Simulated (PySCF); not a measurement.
Computed IR spectrum (relative IR intensity) of a molecule C2H7AlClN. The structure is a stationary point at PBE-D3(BJ)/def2-SVP. The values are those of a single conformer. Method: PySCF 2.14.0 with PBE-D3(BJ)/def2-SVP. Frequencies are harmonic and unscaled.

Lines under 2 % of the strongest are left out, and lines within 2 cm⁻¹ are merged.

ν (cm⁻¹): 151 (vw), 196 (w), 279 (vw), 462 (m), 539 (vs), 620 (w), 646 (w), 690 (vs), 758 (vs), 1042 (m), 1136 (vs), 1168 (m), 1336 (m), 1375 (vw), 1401 (m), 1446 (vw), 2914 (vs), 2968 (m), 3034 (m), 3077 (w), 3493 (w) (against the strongest line: vs over 80 %, s over 45 %, m over 15 %, w over 4 %, vw less)

Question: Identify the compound among the candidates.
(A) C[NH][Al]([CH3])[Cl]
(B) C[N](C)[AlH][Cl]
(C) C[CH2][Al]([NH2])[Cl]

Answer: A, C[NH][Al]([CH3])[Cl]
